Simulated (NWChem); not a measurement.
## H₆B₂ in NWChem

SMILES: B.B
```xyz
8

B      0.0000     0.0000    -0.8885
B      0.0000     0.0000     0.8885
H      0.0000     0.9883     0.0000
H      1.0494     0.0000    -1.4735
H     -1.0494     0.0000    -1.4735
H      0.0000    -0.9883     0.0000
H      1.0494     0.0000     1.4735
H     -1.0494     0.0000     1.4735
```
Charge 0, spin multiplicity 1.

The numbers come from NWChem runs, not from measurements. Structure: optimised with B3LYP/def2-SVP, a minimum by its harmonic frequencies.

Symmetry labels belong to the abelian group D2h used in the runs, with the axes of the coordinates shown.

The structure started from a generated list of species.

**Question.** List the lowest 3 singlet excitations that CIS/def2-SVPD gives, with oscillator strengths.

**Answer.** 
```csv
state,symmetry,energy (eV),wavelength (nm),f
1,b1g,8.15,152,0.000
2,b2g,9.99,124,0.000
3,b3u,10.67,116,0.221
```
